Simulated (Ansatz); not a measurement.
Consider the ligand exchange at a Zr–N bond: `C[NH][Zr]([OH])([F])[Cl]` + `N=C=O` → `O=C=[N][Zr]([OH])([F])[Cl]` + CH₃NH₂.

Program: Ansatz. Geometries: PBE0-D4/def2-TZVP. ΔE: electronic, gas phase. CCSD(T)/CBS is the MP2 limit (def2-TZVPP, def2-QZVPP) plus CCSD(T) − MP2 in def2-TZVPP, frozen cores. This one scheme is used for every species. Elements past krypton have def2 core potentials. For Zr outer-core shells are correlated without core-valence functions, which leaves a few kJ/mol of doubt a bond. One conformer a species, not always the lowest.

```tsv
species	CCSD(T)/CBS(def2) energy (Eh)
`C[NH][Zr]([OH])([F])[Cl]`	-777.75886
`N=C=O`	-168.51995
`O=C=[N][Zr]([OH])([F])[Cl]`	-850.54985
CH₃NH₂	-95.75281
```

Task: Work out ΔE.

Result: ΔE = (-850.54985) + (-95.75281) − (-777.75886) − (-168.51995) = -0.02385 Eh = -62.6 kJ/mol.

Task: What do rigid-rotor, harmonic-oscillator terms from PBE0-D4/def2-TZVP frequencies (298.15 K, 1 bar) make of the CCSD(T)/CBS value? (An estimate is asked.)

Result: Computed: ΔZPE = +6.5 kJ/mol, ΔH = -56.6 kJ/mol, ΔS = 7 J/(mol·K), ΔG = -58.6 kJ/mol. Modes under 50 cm⁻¹ make the entropy rough.

Largest T1 diagnostic among the species: 0.018.

Leaving LDA and LC-ωPBE aside and taking each functional with its dispersion term where it has one, the values, not all of them listed here, spread over 14.6 kJ/mol, from BHLYP-D4 to PBE-D4. LDA lies +6.3 kJ/mol from PBE without D4. In def2-TZVPP, CCSD(T) changes the Hartree–Fock value by +23.8 kJ/mol (the triples alone add +2.9 kJ/mol) and MP2 by +23.9 kJ/mol. From r2SCAN to r2SCAN0 (25 % exact exchange), in def2-TZVPP and without D4, ΔE moves by −4.1 kJ/mol.
